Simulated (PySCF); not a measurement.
# Antimony: a sound run and one with changed settings

Sound run: Sb [Kr] 4d10 5s2 5p3, Sb⁺ [Kr] 4d10 5s2 5p2. Computed with PySCF 2.14 in cc-pVTZ-PP with ECP28MDF, with scalar relativity through the core potential. The sound run starts from symmetry-adapted Hartree-Fock orbitals and uses a fine grid where one is needed.

Changed run: radial step 0.8 in ln r (0.13 in the sound run). This setting is unsound on purpose.

```tsv
species	method	sound run (hartree)	changed run (hartree)	converged
Sb	UHF	-239.27776	-239.27776	yes
Sb	M06-2X	-240.15412	-240.53623	yes
Sb	BP86	-240.33565	-240.50354	yes
Sb⁺	UHF	-238.96184	-238.96184	yes
Sb⁺	M06-2X	-239.82403	-240.20495	yes
Sb⁺	BP86	-240.00214	-240.18413	yes
```

Ionisation energy of Sb:

```csv
method,sound run (eV),changed run (eV)
UHF,8.597,8.597
M06-2X,8.982,9.015
BP86,9.075,8.692
```

A coarse radial grid mis-integrates the density and the exchange-correlation energy, with errors of either sign; Hartree-Fock needs no grid.

For comparison, NIST gives 8.608 eV between the lowest levels.
